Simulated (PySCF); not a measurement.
C3H3NO3S, SMILES N#C/C=C/S(=O)(=O)O.

Geometry: PBE0-D3(BJ)/def2-SVP. One conformer was computed; it need not be the lowest.

Two levels are set side by side: TDDFT-PBE/def2-SVPD (PySCF) and TDDFT-PBE0/def2-SVPD (PySCF). Vertical, same geometry. The lowest singlet is HOMO−1→LUMO 64 %, HOMO→LUMO 34 % with PBE and HOMO−2→LUMO 56 %, HOMO−1→LUMO 27 %, HOMO−4→LUMO 14 % with the other functional; states are paired by order. Differences are taken from unrounded values.

```json
[
 {"quantity": "lowest singlet excitation (eV)", "TDDFT-PBE0": "5.60", "TDDFT-PBE": "4.43", "TDDFT-PBE minus TDDFT-PBE0": "-1.17"},
 {"quantity": "lowest triplet excitation (TDA) (eV)", "TDDFT-PBE0": "3.47", "TDDFT-PBE": "3.46", "TDDFT-PBE minus TDDFT-PBE0": "-0.01"},
 {"quantity": "first bright state (f over 0.05) (eV)", "TDDFT-PBE0": "5.62", "TDDFT-PBE": "4.95", "TDDFT-PBE minus TDDFT-PBE0": "-0.67"},
 {"quantity": "its oscillator strength", "TDDFT-PBE0": "0.16", "TDDFT-PBE": "0.07", "TDDFT-PBE minus TDDFT-PBE0": "-0.09"}
]
```

Functionals without exact exchange tend to place singlet excitations lower, as here. Differences between two approximate levels are no errors against the true value.

Rough cost on one machine, each run with all the roots and properties that it gave: TDDFT-PBE0 against TDDFT-PBE about 5 times.
